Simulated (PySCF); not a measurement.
1-bromo-1,1-difluoroethane (C2H3BrF2), SMILES CC(F)(F)Br.

Geometry: PBE0-D3(BJ)/def2-SVP.

Level of theory: TDA-B3LYP/def2-SVPD in PySCF.

Vertical excitations. Isolated molecule, no solvent. State labels are in the subgroup Cs.

Computed excitation energies, oscillator strengths and character:
| state | symmetry | energy (eV) | λ (nm) | f | main pairs |
|---|---|---|---|---|---|
| S1 | A' | 6.10 | 203 | 0.002 | HOMO→LUMO 99 % |
| S2 | A" | 6.12 | 202 | 0.000 | HOMO−1→LUMO 99 % |
| S3 | A' | 7.82 | 159 | 0.075 | HOMO→LUMO+1 97 % |
| S4 | A" | 7.84 | 158 | 0.061 | HOMO−1→LUMO+1 97 % |
| S5 | A' | 8.30 | 149 | 0.239 | HOMO−2→LUMO 77 % |
| S6 | A' | 8.67 | 143 | 0.040 | HOMO→LUMO+2 93 % |
| S7 | A" | 8.69 | 143 | 0.036 | HOMO−1→LUMO+2 95 % |
| S8 | A" | 8.86 | 140 | 0.001 | HOMO→LUMO+3 93 % |
| S9 | A' | 8.90 | 139 | 0.004 | HOMO−1→LUMO+3 58 %, HOMO→LUMO+4 39 % |
| S10 | A" | 8.97 | 138 | 0.002 | HOMO−1→LUMO+4 93 % |
| T1 | A' | 5.38 | 231 | 0 | HOMO→LUMO 98 % |
| T2 | A" | 5.39 | 230 | 0 | HOMO−1→LUMO 98 % |
| T3 | A' | 6.71 | 185 | 0 | HOMO−2→LUMO 95 % |
| T4 | A' | 7.66 | 162 | 0 | HOMO→LUMO+1 93 % |
Triplets are in the Tamm–Dancoff approximation.
